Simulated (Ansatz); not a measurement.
Total energies of `Cc1cc(C)cc(O)c1`.

```tsv
atom	x (Å)	y (Å)	z (Å)
C1	1.3618	-1.9154	-1.3209
C2	0.6104	-0.9458	-0.4602
C3	0.1735	0.2699	-0.9655
C4	-0.5188	1.1794	-0.1674
C5	-1.0097	2.4730	-0.7429
C6	-0.7690	0.8604	1.1575
C7	-0.3372	-0.3551	1.6745
O8	-0.6117	-0.6106	2.9791
C9	0.3477	-1.2541	0.8717
H10	0.8721	-2.8928	-1.3368
H11	2.3782	-2.0689	-0.9470
H12	1.4337	-1.5575	-2.3487
H13	0.3769	0.5184	-2.0024
H14	-0.3042	2.8753	-1.4727
H15	-1.9650	2.3304	-1.2578
H16	-1.1641	3.2226	0.0348
H17	-1.2997	1.5464	1.8078
H18	-0.2592	-1.4741	3.2110
H19	0.6845	-2.2015	1.2858
```

Total charge 0; spin multiplicity 1. Geometry: relaxed with PBE0-D4/def2-TZVP. It is one conformer, not always the lowest. Basis def2-TZVPP, Ansatz.

RPA on PBE orbitals: Hartree–Fock energy of these orbitals -383.70046 Eh, correlation -2.43721 Eh (frozen core).

```
functional  energy without D4 (Eh)  D4 term (kJ/mol)
    revPBE              -386.13577            -160.0
    B2PLYP              -385.92021                 –
```

(1) Give the same for LDA (SPW92), PBE, BLYP, r2SCAN, B97M-V, PBE0, B3LYP, r2SCANh, r2SCAN0, HSE06 (plane-wave form), BHLYP, CAM-B3LYP, LC-ωPBE, ωB97X-V, ωB97M-V, PBE-QIDH. (Best estimate.)

B3LYP takes the VWN-RPA correlation (the form of Gaussian; ORCA's B3LYP/G). HSE06 is the plane-wave form, built on full-range PBE exchange. The double hybrids freeze the cores in their second-order part.

## Answers

(1) Ansatz gave: 
| functional | energy without D4 (Eh) | D4 term (kJ/mol) |
| --- | --- | --- |
| LDA (SPW92) | -382.83594 | – |
| PBE | -385.75810 | -49.0 |
| BLYP | -386.08865 | -107.8 |
| r2SCAN | -386.03151 | -13.2 |
| B97M-V | -386.25106 | – |
| PBE0 | -385.79616 | -41.5 |
| B3LYP | -386.26109 | -77.6 |
| r2SCANh | -386.01365 | -13.9 |
| r2SCAN0 | -385.98859 | -15.2 |
| HSE06 (plane-wave form) | -385.77470 | -38.4 |
| BHLYP | -386.01893 | -55.0 |
| CAM-B3LYP | -386.04867 | -41.7 |
| LC-ωPBE | -385.98633 | – |
| ωB97X-V | -386.13821 | – |
| ωB97M-V | -386.09024 | – |
| PBE-QIDH | -385.73609 | – |

LC-ωPBE has ω = 0.4 bohr⁻¹.
